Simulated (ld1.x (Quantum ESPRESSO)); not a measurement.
**Pt: excitation energies, all-electron against RRKJ**

- Element: platinum (Pt)
- Generator: ld1.x (Quantum ESPRESSO) 7.5
- Type: norm-conserving RRKJ (Kleinman–Bylander form)
- Functional: PBE
- Relativity: scalar-relativistic
- Frozen core: [Xe] 4f14
- Valence charge: 10
- Reference configuration: 5d9 6s1 6p0
- Partial waves: 6s (bound): rc 2.20 bohr; 6p (bound, empty): rc 3.85 bohr; 5d (bound): rc 1.50 bohr
- Local potential: all-electron potential smoothed inside 1.50 bohr (lloc = -2)
- Core correction: none
- rho0: 0.02

Energies are relative to the spin-unpolarised reference configuration 5d9 6s1 6p0; without spin polarisation the order of configurations can differ from experiment.

| valence configuration | charge | ΔE all-electron (eV) | error AE − PS (meV) |
| --- | --- | --- | --- |
| 5d9 6s0 6p0 | +1 | 9.194 | 0.0 |
| 5d8 6s0 6p0 | +2 | 29.160 | +23 |
| 5d7 6s0 6p0 | +3 | 61.376 | -9.3 |
| 5d9.5 6s0.5 6p0 | 0 | -0.123 | -8.7 |
| 5d9 6s0.5 6p0 | +0.5 | 3.694 | -1.4 |

Q: What are ΔE and the potential's error for 5d6 6s0 6p0?

A: ΔE = 107.029 eV all-electron; the error (AE − PS) is -155 meV.

Q: What are ΔE and the potential's error for 5d8 6s1 6p1?

A: ΔE = 6.568 eV all-electron; the error (AE − PS) is +59 meV.

Levels in the configuration 5d6 6s0 6p0:

| level | all-electron (eV) | pseudo (eV) |
| --- | --- | --- |
| 5d | -52.729 | -52.933 |

These tests converged, but a pseudo level misses the all-electron one widely, so the file describes the atom poorly there or has found another state: 5d8 6s0 6p0: empty 6p by 3.4 eV (a node warning on the way).

Note: ghost state, extra bound levels that the all-electron valence spectrum of the same l lacks: s at -31.3 eV. A true bound ghost makes a file unfit for plane-wave use.
